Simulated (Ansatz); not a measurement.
Abridged output of a molecular run in Ansatz:

```
Functional definition: HF
  name "HF"
  cite "Fock, Z. Phys. 61, 126 (1930) doi:10.1007/BF01340294"
  parent pbe
  exchange = exact_x
  correlation = 0
935 factors; integrals over basis functions are off by at most 1.0e-3 eV
mean field evaluation 1: about -14384.9569 eV, gradient 3.1e1 eV
mean field evaluation 2: about -14385.0914 eV, gradient 3.1e1 eV
mean field evaluation 4: about -14387.3984 eV, gradient 3.7e0 eV
mean field evaluation 8: about -14387.4708 eV, gradient 2.2e-1 eV
mean field -14387.47182412 eV, -528.7298373578 hartree, gradient 7.0e-6 eV, S^2 0.000000; 0 other end points of the search recorded, 0 dependent functions left out
8 core orbitals not correlated: weight in the atoms' cores, before any rotation towards them, 1.000 or more for the frozen orbitals, at most 0.000 for the correlated occupied ones
reference -14387.47182412 eV, -528.7298373578 hartree; 19, 19 occupied and 60, 60 virtual orbitals, 935 factors
second order -19.15517999 eV of doubles, -0.00000000 eV of singles
cycle   1  -19.03512435 eV  change    1.2e-1 eV  update   1.4e-1
cycle   2  -19.57689111 eV  change   -5.4e-1 eV  update   4.4e-2
cycle   3  -19.73155243 eV  change   -1.5e-1 eV  update   2.8e-2
cycle   4  -19.71245687 eV  change    1.9e-2 eV  update   1.0e-2
cycle   5  -19.70955615 eV  change    2.9e-3 eV  update   5.1e-3
cycle   6  -19.71030523 eV  change   -7.5e-4 eV  update   1.6e-3
cycle   7  -19.70967350 eV  change    6.3e-4 eV  update   6.9e-4
cycle   8  -19.70962157 eV  change    5.2e-5 eV  update   2.6e-4
cycle   9  -19.70970824 eV  change   -8.7e-5 eV  update   9.8e-5
cycle  10  -19.70970478 eV  change    3.5e-6 eV  update   3.7e-5
perturbative correction -0.65745098 eV, -0.0241608779 hartree
Total energy: -14407.83897988 eV, -529.4783165266 hartree
```

Its atoms:

Cartesian coordinates in Å:
```
F 0.1470 1.2961 1.1710
C 0.2477 0.5491 0.0765
F 1.1411 1.1127 -0.7297
B -0.1054 -0.9362 0.0352
Te -1.7216 -0.0153 -0.8990
H 0.2912 -2.0065 0.3460
```

**Question.** Which basis set was used?
A. def2-TZVPPD
B. def2-QZVPP
C. def2-SVPD
D. def2-SVP

**Answer.** D. It gives 87 functions.

**Question.** Write the keys of the input that set method, charge and spin (a neutral closed shell needs none for the last two).

**Answer.** 
```yaml
correlation: {method: ccsd_t}
```
